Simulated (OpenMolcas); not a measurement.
Os VI: CASPT2 settings compared

- Program: OpenMolcas
- Basis: ANO-RCC-VQZP [9s8p6d4f3g2h]
- Scalar Hamiltonian: DKH3, point nucleus
- Active space: 3 electrons in 5 orbitals (5d)
- State averaging: 2S+1 = 4 even, 10 roots; 2S+1 = 2 even, 35 roots
- Spin-orbit coupling: state interaction with AMFI integrals over the reference wave functions, term energies averaged over their components

Methods on the same reference wave functions:
A. CASSCF
B. XMS-CASPT2, IPEA 0.2 Eh, sigma1 regulariser 0.2 Eh (closed shells correlated: 5s 5p)
C. XMS-CASPT2, IPEA 0.1 Eh, imaginary shift 0.05 Eh (closed shells correlated: 5s 5p)
D. XMS-CASPT2, IPEA 0.35 Eh, sigma2 regulariser 0.1 Eh (closed shells correlated: 5s 5p)

Energies in cm-1 above 5d3 4F 3/2, the measured ground level; measured values from the list in Brasseur, Palmeri and Quinet, Atoms 13, 11 (2025).

```json
{"Level": "5d3 4F 3/2", "A": "0.0", "B": "0.0", "C": "0.0", "D": "0.0", "Measured": "0.0"}
{"Level": "5d3 4F 5/2", "A": "5633", "B": "5950", "C": "5970", "D": "5930", "Measured": "6397"}
{"Level": "5d3 4F 7/2", "A": "10813", "B": "10990", "C": "11000", "D": "10980", "Measured": "11444"}
{"Level": "5d3 4F 9/2 [59 %]", "A": "14678", "B": "14370", "C": "14350", "D": "14400", "Measured": "14678"}
{"Level": "5d3 4P 1/2 [67 %]", "A": "19018", "B": "16720", "C": "16650", "D": "16760", "Measured": "16772"}
{"Level": "5d3 2G 7/2", "A": "24395", "B": "22930", "C": "22840", "D": "23050", "Measured": "22920"}
{"Level": "5d3 2H 9/2 [57 %]", "A": "25134", "B": "23950", "C": "23930", "D": "24010", "Measured": "24028"}
{"Level": "5d3 4P 5/2", "A": "27329", "B": "25590", "C": "25580", "D": "25620", "Measured": "24828"}
{"Level": "5d3 2P 1/2 [67 %]", "A": "32087", "B": "28770", "C": "28630", "D": "28860", "Measured": "28860"}
{"Level": "5d3 2H 11/2", "A": "34137", "B": "32280", "C": "32240", "D": "32360", "Measured": "32156"}
{"Level": "5d3 2D 5/2", "A": "38110", "B": "35370", "C": "35230", "D": "35550", "Measured": "34418"}
{"Level": "5d3 2G 9/2 [57 %]", "A": "38443", "B": "36910", "C": "36840", "D": "37020", "Measured": "37019"}
```

Deviations, from unrounded energies. A percentage is the sum of absolute deviations over the sum of measured energies, with the sign that they share, or ± where signs differ.

| Against measurement | Levels | A | B | C | D |
| --- | --- | --- | --- | --- | --- |
| mean absolute deviation (cm-1) | 11 | 1700 | 310 | 320 | 320 |
| fine structure of the ground term (%) | 3 | -4.3 | -3.7 | -3.7 | -3.7 |
| other terms of the ground configuration (%) | 8 | +8.0 | ±1.0 | ±1.1 | ±1.0 |

B, C, D lie about equally close to measurement and A furthest from it. The largest miss of B in the table is 5d3 2D 5/2, by +950 cm-1. The ranking rests on the paired levels alone, and a cruder setting can come out closer through cancelling errors.

Among B to D the level of the table that moves most is 5d3 2D 5/2, by 320 cm-1 (lowest in C, highest in D). Moves below CASPT2's spread within the term are not significant.

The mean deviations of B to D differ by less than CASPT2's widest spread within a term (1100 cm-1), so their order carries little weight.

From A to B the spin-free energies of the other terms of 5d3 shown, above 4F, scale by factors of 0.77 to 0.88, as is usual when dynamic correlation screens the repulsion within a d or f shell.

The lowest spin-free term lies below A's lowest term by 0.283 hartree in B, 0.285 hartree in C, 0.280 hartree in D.

Term energies are means over components that CASPT2 splits; among the terms shown or strongly mixed into the levels shown the widest spread is 1100 cm-1 (5d3 2G, D). Without dynamic correlation excited terms often stand tens of per cent too high (terms of higher spin than the ground term too low), and those without a measured partner can miss by more than the paired ones (holds for A). Computed and measured levels are paired by configuration, term and J; levels that our copy of the source lacks, or whose pairing is in doubt (as where it misses far off the trend of its configuration), stay unpaired and out of the deviations. Only configurations of the active space appear. Levels that lie high or do not pair safely by name in every column are left out.

A share in square brackets marks a mixed level and gives the weight of the term that names it, the lowest over the columns.
